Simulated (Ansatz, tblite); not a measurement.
Cost and result up the ladder for Sn(vinyl)3(OEt) (C8H14OSn) (24 atoms). Total charge 0; singlet. Geometry: r2SCAN-D4/def2-SVP.

```xyz
24

Sn    0.261    0.030   -0.399
C    -0.593    1.510   -1.676
C    -0.305    1.622   -2.980
H    -1.316    2.201   -1.221
H     0.407    0.957   -3.485
H    -0.769    2.391   -3.612
C     2.259    0.520    0.210
C     2.823    1.687   -0.130
H     2.837   -0.199    0.808
H     2.293    2.441   -0.728
H     3.847    1.948    0.172
C     0.105   -1.935   -1.246
C    -0.719   -2.182   -2.273
H     0.715   -2.754   -0.841
H    -1.347   -1.400   -2.719
H    -0.808   -3.182   -2.720
O    -0.931    0.157    1.211
C    -0.689   -0.645    2.344
C    -1.714   -0.308    3.409
H    -0.756   -1.729    2.099
H     0.334   -0.480    2.751
H    -1.563   -0.914    4.317
H    -1.641    0.757    3.680
H    -2.730   -0.491    3.028
```

Ansatz on 2 threads of AMD EPYC 7R13 on a shared host and a share (18 GiB) of an NVIDIA H100 80GB HBM3; xTB runs through tblite on one thread. Times are rough, summed over both states, and most runs start from the orbitals of an earlier one. PBE0-D4/def2-TZVP serves as the yardstick here, not as an exact answer. The other state is a triplet.

In the def2 sets Sn takes a core potential; there is no spin–orbit coupling. The xTB rows come from tblite. Single mean-field runs in def2-TZVP are fitted with def2-universal-jkfit. HOMO above LUMO, or a gap near zero within one spin, warns that the state may not be the lowest or that an electron is smeared out.

xTB has no spin-polarisation term.

```json
{"level": "GFN2-xTB", "functions": "59", "wall time": "0.043 s", "vertical triplet (eV)": "4.17", "difference from PBE0-D4/def2-TZVP (eV)": "0.07", "remarks": "–"}
{"level": "GFN1-xTB", "functions": "73", "wall time": "0.056 s", "vertical triplet (eV)": "4.19", "difference from PBE0-D4/def2-TZVP (eV)": "0.10", "remarks": "–"}
{"level": "PBE-D4/def2-TZVP (with forces)", "functions": "413", "wall time": "9.6 s", "vertical triplet (eV)": "4.18", "difference from PBE0-D4/def2-TZVP (eV)": "0.08", "remarks": "gap within one spin near zero (triplet)"}
{"level": "PBE0-D4/def2-TZVP", "functions": "413", "wall time": "9.7 s", "vertical triplet (eV)": "4.09", "difference from PBE0-D4/def2-TZVP (eV)": "0.00", "remarks": "–"}
{"level": "r2SCAN-D4/def2-TZVP (with forces)", "functions": "413", "wall time": "14 s", "vertical triplet (eV)": "3.95", "difference from PBE0-D4/def2-TZVP (eV)": "-0.15", "remarks": "–"}
```
